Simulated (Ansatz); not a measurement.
Coupled-cluster diagnostics for Li₇H₈⁻, Ansatz.

Geometry of the singlet (PBE0-D4/def2-TZVPD):

```xyz
15

Li   -0.0624   -0.0198   -0.5902
Li    1.7648    1.7451   -0.2736
Li    0.0878    3.5773   -0.0070
Li   -1.6914    1.8250    0.1150
Li    1.6910   -1.8251   -0.1224
Li   -0.0624   -3.5691    0.2465
Li   -1.7708   -1.7468    0.2189
H    -1.7603   -3.4282    0.7724
H    -0.0477    1.8009   -0.8409
H    -1.8442    0.0432    0.2183
H     1.7097   -3.5056    0.4338
H     1.8589    3.4587    0.1604
H    -0.1172   -1.8530   -0.7113
H     1.8493   -0.0414   -0.1707
H    -1.6052    3.5388    0.5506
```

Correlated methods freeze no core orbitals; core or outer-core shells of Li are correlated, in sets that lack core-valence functions. The structure comes from a short search, and lower isomers may exist.

Q: Estimate the CCSD(T) correlation energy, the shares of MP2 and (T), T1 and the reference's ⟨S²⟩ for: charge -1, singlet, own geometry in def2-TZVPD; and the rough time on 4 threads of Arm Neoverse V2 on a shared host.

A: 
```
                           state       basis  correlation (eV)  MP2 share (%)  (T) share (%)     T1  ⟨S²⟩ (pure)  wall time
charge -1, singlet, own geometry  def2-TZVPD           -14.105           81.8            0.7  0.006  0.00 (0.00)       54 s
```
Customary marks for T1 are 0.02 (closed shells), 0.045 (open shells) and about 0.05 (3d metals). T1 stays under 0.02 throughout.
